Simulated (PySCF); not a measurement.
# A small calculation by hand: dipole moment from atomic charges

B(F)(Me)(SeH) (CH4BFSe), SMILES CB(F)[SeH]. Atoms are numbered in the order given.

```xyz
8

B     -0.1244    -0.9339     0.0000
F     -1.3881    -1.3913     0.0000
C      1.0628    -1.9589     0.0000
H      0.9731    -2.6231    -0.8870
H      2.0716    -1.5074     0.0000
H      0.9731    -2.6231     0.8870
Se     0.0354     1.0203     0.0000
H      1.5182     1.0084     0.0000
```

Geometry: PBE-D3(BJ)/def2-SVP. The structure was generated by enumeration, and PubChem lists no compound with its InChIKey, so it may never have been made. Other conformers were not sampled.

Charges (e) from PBE/def2-TZVP (PySCF):

```json
[
 {"atom": "B1", "IAO": "0.325", "Mulliken": "0.220"},
 {"atom": "F2", "IAO": "-0.292", "Mulliken": "-0.200"},
 {"atom": "C3", "IAO": "-0.602", "Mulliken": "-0.416"},
 {"atom": "H4", "IAO": "0.175", "Mulliken": "0.144"},
 {"atom": "H5", "IAO": "0.158", "Mulliken": "0.123"},
 {"atom": "H6", "IAO": "0.175", "Mulliken": "0.144"},
 {"atom": "Se7", "IAO": "-0.003", "Mulliken": "-0.127"},
 {"atom": "H8", "IAO": "0.064", "Mulliken": "0.112"}
]
```

The dipole moment of the full density is 1.72 D.

### Question
What dipole moment does each set of point charges give, and which comes closer to that of the density?

### Answer

μ = Σ q r, and 1 e Å = 4.8032 D.
IAO: Σ q r = (0.490, 0.187, 0.000) e Å, |μ| = 2.52 D.
Mulliken: Σ q r = (0.509, -0.070, 0.000) e Å, |μ| = 2.47 D.
Mulliken comes closer in size. Point charges leave out the atoms' own dipoles (lone pairs, polarised bonds); fits to the potential absorb them, partitions of the density don't.
